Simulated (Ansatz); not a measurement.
TiAl2. Total charge 0; singlet. Geometry PBE0-D4/def2-TZVP.

```xyz
3

Ti   -0.137    1.334   -0.540
Al   -0.740   -1.092   -0.574
Al    0.877   -0.242    1.114
```

HSE06 is defined as in plane-wave codes, on full-range PBE exchange. The restricted singlet is unstable towards broken spin symmetry at other levels; at PBE-D4/def2-SVP, BLYP-D4/def2-TZVP, r2SCAN-D4/def2-TZVPD, PBE0-D4/def2-TZVPD and others this wasn't settled. At PBE0-D4/def2-TZVP a quintet of charge 0 lies 0.82 eV below the restricted singlet, each at its own geometry. The structure comes from a short search, and lower isomers may exist.

Q: Estimate the orbital energies around the gap (eV) in Ansatz with PBE-D4/def2-SVP, BLYP-D4/def2-TZVP, r2SCAN-D4/def2-TZVPD, PBE0-D4/def2-TZVPD, HSE06-D4/def2-TZVP.

A: 
```json
{"orbital": "HOMO−5", "PBE-D4/def2-SVP": "-37.16", "BLYP-D4/def2-TZVP": "-36.76", "r2SCAN-D4/def2-TZVPD": "-38.38", "PBE0-D4/def2-TZVPD": "-40.40", "HSE06-D4/def2-TZVP": "-39.97"}
{"orbital": "HOMO−4", "PBE-D4/def2-SVP": "-9.13", "BLYP-D4/def2-TZVP": "-8.95", "r2SCAN-D4/def2-TZVPD": "-9.47", "PBE0-D4/def2-TZVPD": "-10.50", "HSE06-D4/def2-TZVP": "-10.07"}
{"orbital": "HOMO−3", "PBE-D4/def2-SVP": "-6.35", "BLYP-D4/def2-TZVP": "-6.21", "r2SCAN-D4/def2-TZVPD": "-6.48", "PBE0-D4/def2-TZVPD": "-7.19", "HSE06-D4/def2-TZVP": "-6.80"}
{"orbital": "HOMO−2", "PBE-D4/def2-SVP": "-4.52", "BLYP-D4/def2-TZVP": "-4.30", "r2SCAN-D4/def2-TZVPD": "-4.59", "PBE0-D4/def2-TZVPD": "-5.18", "HSE06-D4/def2-TZVP": "-4.80"}
{"orbital": "HOMO−1", "PBE-D4/def2-SVP": "-4.36", "BLYP-D4/def2-TZVP": "-4.14", "r2SCAN-D4/def2-TZVPD": "-4.49", "PBE0-D4/def2-TZVPD": "-5.14", "HSE06-D4/def2-TZVP": "-4.75"}
{"orbital": "HOMO", "PBE-D4/def2-SVP": "-4.04", "BLYP-D4/def2-TZVP": "-3.89", "r2SCAN-D4/def2-TZVPD": "-4.20", "PBE0-D4/def2-TZVPD": "-4.86", "HSE06-D4/def2-TZVP": "-4.49"}
{"orbital": "LUMO", "PBE-D4/def2-SVP": "-3.77", "BLYP-D4/def2-TZVP": "-3.53", "r2SCAN-D4/def2-TZVPD": "-3.45", "PBE0-D4/def2-TZVPD": "-2.27", "HSE06-D4/def2-TZVP": "-2.64"}
{"orbital": "LUMO+1", "PBE-D4/def2-SVP": "-3.67", "BLYP-D4/def2-TZVP": "-3.47", "r2SCAN-D4/def2-TZVPD": "-3.37", "PBE0-D4/def2-TZVPD": "-2.26", "HSE06-D4/def2-TZVP": "-2.63"}
{"orbital": "LUMO+2", "PBE-D4/def2-SVP": "-3.47", "BLYP-D4/def2-TZVP": "-3.25", "r2SCAN-D4/def2-TZVPD": "-3.22", "PBE0-D4/def2-TZVPD": "-2.22", "HSE06-D4/def2-TZVP": "-2.61"}
{"orbital": "LUMO+3", "PBE-D4/def2-SVP": "-2.64", "BLYP-D4/def2-TZVP": "-2.54", "r2SCAN-D4/def2-TZVPD": "-2.65", "PBE0-D4/def2-TZVPD": "-2.03", "HSE06-D4/def2-TZVP": "-2.35"}
{"orbital": "LUMO+4", "PBE-D4/def2-SVP": "-2.24", "BLYP-D4/def2-TZVP": "-2.13", "r2SCAN-D4/def2-TZVPD": "-2.25", "PBE0-D4/def2-TZVPD": "-1.62", "HSE06-D4/def2-TZVP": "-1.97"}
{"orbital": "LUMO+5", "PBE-D4/def2-SVP": "-1.96", "BLYP-D4/def2-TZVP": "-1.84", "r2SCAN-D4/def2-TZVPD": "-1.92", "PBE0-D4/def2-TZVPD": "-1.48", "HSE06-D4/def2-TZVP": "-1.78"}
```
